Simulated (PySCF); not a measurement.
## TlSe and its ions

UHF; Tl cc-pVDZ-PP with ECP60, Se cc-pVDZ-PP with ECP10; scalar-relativistic core potentials (PySCF 2.14). Neutral (UHF): doublet (π ↑), Re = 2.762 Å, ωe = 169 cm⁻¹, De = 1.59 eV, HOMO -7.88 eV, LUMO -0.17 eV.

TlSe⁺ (UHF): triplet (π ↑↑), Re = 3.520 Å, ωe = 61.1 cm⁻¹. The energies at the minima are -543.41515 hartree for TlSe and -543.18587 for TlSe⁺.

**Question.** Work out the adiabatic ionisation energy, without and with harmonic zero-point energies (1 hartree = 27.2114 eV, 1 eV = 8065.5 cm⁻¹), and the change of the bond length.

**Answer.** At UHF: 0.22928 hartree = 6.239 eV between the minima; the zero-point term (61.1 − 169.0)/2 cm⁻¹ = -0.007 eV makes it 6.232 eV. Re changes by +75.8 pm against the neutral. The electron leaves a π orbital, and the ion is left as a loose complex of an ion and an atom.

Spin–orbit coupling is left out, which matters for elements this heavy, above all for dissociation energies. Hartree–Fock leaves out correlation, which carries a large part of most bond energies and some tenths to 1 eV of ionisation energies. States were picked by a PBE0 search and need not be the measured ground states.
